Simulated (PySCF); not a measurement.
# Spin-rotation constants: `N[C@@H]1C=C[S@@](=O)C1`, C4H7NOS

Geometry (Å), atoms numbered from 1 in this order:
```xyz
14

N    -1.9762    0.3685    0.0727
C    -0.5553    0.4491   -0.1949
C    -0.1010   -0.6916   -1.0635
C     1.0910   -1.1895   -0.8063
S     1.9803   -0.3198    0.5276
O     2.7442    0.7391   -0.1354
C     0.3583    0.4180    1.0412
H    -2.2917    1.1686    0.6080
H    -2.1988   -0.4733    0.5934
H    -0.3871    1.3830   -0.7485
H    -0.7610   -1.0296   -1.8467
H     1.5973   -1.9700   -1.3432
H     0.5460    1.3984    1.4721
H    -0.0467   -0.2514    1.8012
```

Method: PySCF, GIAO B97-2/pcSseg-1 magnetisability, rotational g tensor and spin-rotation constants, non-relativistic, gas phase. Geometry: GFN2-xTB.

(1) Give the nuclear spin-rotation constants along the inertial axes (H = +C I·J) beside the isotropic shieldings.

(2) How do the rotational constants and the g tensor change when H8, H9, H10, H11, H12, H13, H14 are replaced by deuterium?

## Answers

(1) Rotational constants 4.7907, 1.6762, 1.4403 GHz. A star marks the isotopologue with that one atom substituted, in its own axes.
| atom | isotope | Caa (kHz) | Cbb (kHz) | Ccc (kHz) | mean (kHz) | σ (ppm) |
| --- | --- | --- | --- | --- | --- | --- |
| N1 | 14N | 0.213 | 0.089 | 0.065 | 0.122 | 218.3 |
| H8 | 1H | -0.487 | -0.004 | -0.174 | -0.222 | 30.7 |
| H9 | 1H | -0.550 | -0.215 | 0.007 | -0.253 | 31.5 |
| H10 | 1H | -0.507 | -0.141 | 0.085 | -0.188 | 26.6 |
| H11 | 1H | -0.097 | 0.039 | -0.160 | -0.073 | 25.0 |
| H12 | 1H | -0.335 | 0.133 | -0.173 | -0.125 | 25.0 |
| H13 | 1H | -0.516 | 0.061 | -0.153 | -0.203 | 28.9 |
| H14 | 1H | -0.514 | -0.198 | 0.034 | -0.226 | 30.2 |
| C2 | 13C* | 0.995 | 0.314 | 0.352 | 0.554 | 121.0 |
| C3 | 13C* | 1.631 | 0.827 | 0.289 | 0.916 | 34.7 |
| C4 | 13C* | 1.368 | 0.841 | 0.310 | 0.840 | 41.9 |
| S5 | 33S* | 2.377 | 0.732 | 0.545 | 1.218 | 111.1 |
| O6 | 17O* | -0.903 | 0.105 | -0.330 | -0.376 | 253.1 |
| C7 | 13C* | 0.817 | 0.414 | 0.334 | 0.522 | 119.5 |

For the geometry as given, no vibrational averaging.

(2) Constants 3.9514, 1.5351, 1.2958 GHz; g -0.0332, -0.0277, -0.0119, against -0.0397, -0.0300, -0.0130 before.
